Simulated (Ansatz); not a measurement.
Reactions of `COCS`.

Isolated molecules relaxed with PBE0-D4/def2-TZVP in Ansatz; ΔE leaves out vibrations. CCSD(T)/CBS is the MP2 limit (def2-TZVPP, def2-QZVPP) plus CCSD(T) − MP2 in def2-TZVPP, frozen cores. This one scheme is used for every species. Functionals use def2-TZVPP. B3LYP here is the variant with VWN-RPA as its local correlation; programs differ in this. One conformer a species, not always the lowest.

```tsv
reaction	CCSD(T)/CBS(def2) (kJ/mol)
`COCS` + `CBBO` → `CBBOC` + `OCS`	20
`COCS` + `[SiH3]S` → `COCS[SiH3]` + H₂S	?
`COCS` + `CCCC` → `CCC(C)CS` + CH₃OH	-33
`COCS` + `NCF` → `CNCF` + `OCS`	1
```

**Question.** Fill in the missing values. (Best estimate.)

**Answer.** Computed: `COCS` + `[SiH3]S` → `COCS[SiH3]` + H₂S: -3.2 kJ/mol.

Largest T1 diagnostic: 0.013, for `CBBOC`.
